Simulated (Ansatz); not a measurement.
```yaml
crystal:
  periodic: [false, false, false]
  atoms:
    - {symbol: Sr, position_ang: [-1.205707, -1.198282, -3.612785]}
    - {symbol: O, position_ang: [-1.155232, -1.150032, -1.244665]}
    - {symbol: Sr, position_ang: [-1.281929, -1.278289, 1.201753]}
    - {symbol: O, position_ang: [-1.085089, -1.084591, 3.564441]}
    - {symbol: O, position_ang: [-1.088176, 1.088521, -3.562227]}
    - {symbol: Sr, position_ang: [-1.279752, 1.282734, -1.199151]}
    - {symbol: O, position_ang: [-1.148780, 1.153996, 1.246898]}
    - {symbol: Sr, position_ang: [-1.194440, 1.202588, 3.615075]}
    - {symbol: O, position_ang: [1.081492, -1.088867, -3.564197]}
    - {symbol: Sr, position_ang: [1.277116, -1.283207, -1.201434]}
    - {symbol: O, position_ang: [1.150878, -1.153816, 1.244682]}
    - {symbol: Sr, position_ang: [1.201795, -1.202086, 3.612662]}
    - {symbol: Sr, position_ang: [1.198961, 1.197949, -3.614957]}
    - {symbol: O, position_ang: [1.152545, 1.149686, -1.246951]}
    - {symbol: Sr, position_ang: [1.283977, 1.278578, 1.198873]}
    - {symbol: O, position_ang: [1.092322, 1.085099, 3.561993]}
basis:
  gaussian: {orbitals: def2-TZVP, initial_orbitals: start.molden}
hamiltonian: {xc: pbe0, dispersion: d4}
scf: {omitted_lower_state_checks: [starts]}
output: {forces: true, orbitals: {seedname: orbitals}}
```

The file start.molden holds the orbitals of an earlier run on this structure, at another level or in another basis.

```sh
$ ansatz run in.yaml --threads 4 --pin off --events-out ev --progress --plain --max-ram 6963MiB
```

(1) Does this run fit into the memory that it is given?

Results:

(1) No. It has 512 basis functions, and Ansatz plans for 7.40 GiB where 6.79 GiB are given.
